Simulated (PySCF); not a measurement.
Computed properties of Zn(SH)(SMe) (CH4S2Zn), SMILES C[S][Zn][SH]

Zn(SH)(SMe) (CH₄S₂Zn), SMILES [SH][Zn][S]C. Geometry optimised at PBE0-D3(BJ)/def2-SVP. The structure was generated by enumeration; whether it is a known compound was not checked. One conformer was computed; it need not be the lowest. All values are computed for the isolated molecule unless a solvent is named; none is compared with measurement here.

**Structure.** All 18 harmonic modes at PBE0-D3(BJ)/def2-SVP (PySCF) are real, so it is a minimum. With heavy atoms numbered as in [Zn:1]([SH:2])[S:4][CH3:5], the shortest bond between them is S4–C5 at 1.830 Å and the longest Zn1–S2 at 2.177 Å.

**Vibrations.** The strongest infrared lines (harmonic, unscaled, degenerate partners summed) lie at 462 cm⁻¹ (59 km/mol, Zn 50 %, S 47 %), 3066 cm⁻¹ (25 km/mol, H 98 %), 99 cm⁻¹ (18 km/mol, H 93 %). The softest mode is at 68 cm⁻¹ and the zero-point energy is 30.0 kcal/mol.

**Electronic structure.** PBE0/def2-TZVP (PySCF) places the frontier levels at -6.89 and -0.92 eV, a gap of 5.97 eV, and gives a dipole moment of 1.61 D and a mean polarisability of 77.5 bohr³. PBE/def2-TZVP (PySCF) at the same geometry gives -5.72 and -1.74 eV, so its gap is 1.99 eV narrower. An orbital gap is neither the optical nor the fundamental gap.

**Excitations.** TDDFT-PBE0/def2-SVPD (PySCF) has S1 at 4.57 eV (271 nm, f = 0.015, weak); the most intense of the 10 singlets computed lies at 6.37 eV (f = 0.56). T1 (TDA) is at 4.26 eV. TDDFT-PBE/def2-SVPD (PySCF) puts S1 at 4.04 eV. No vertical singlet excitation falls in the visible range (under 3.1 eV).

**NMR.** GIAO shifts at PBE0/pcSseg-1 (PySCF) (non-relativistic, atoms alike by connectivity averaged): ¹³C at 12.4 ppm against TMS; ¹H from 0.1 to 2.3 ppm against TMS.
